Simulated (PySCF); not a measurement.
ClH6NSi3, SMILES Cl[SiH]1[SiH2]N[SiH2]1.

Coordinates come from a PBE0-D3(BJ)/def2-SVP optimisation. This is a generated structure with no PubChem entry under its InChIKey; it may be hypothetical.

Method: PySCF with HF/def2-TZVP.

Symmetry labels are those of the subgroup Cs that the program uses (full group Cs).

Computed valence orbital energies around the gap with their symmetry:
| orbital | symmetry | energy (eV) |
|---|---|---|
| HOMO−7 | A" | -13.93 |
| HOMO−6 | A' | -13.83 |
| HOMO−5 | A' | -13.22 |
| HOMO−4 | A" | -13.22 |
| HOMO−3 | A" | -12.99 |
| HOMO−2 | A' | -11.49 |
| HOMO−1 | A' | -10.86 |
| HOMO | A" | -9.62 |
| LUMO | A' | 2.08 |
| LUMO+1 | A' | 2.57 |
| LUMO+2 | A" | 3.12 |
| LUMO+3 | A' | 3.59 |
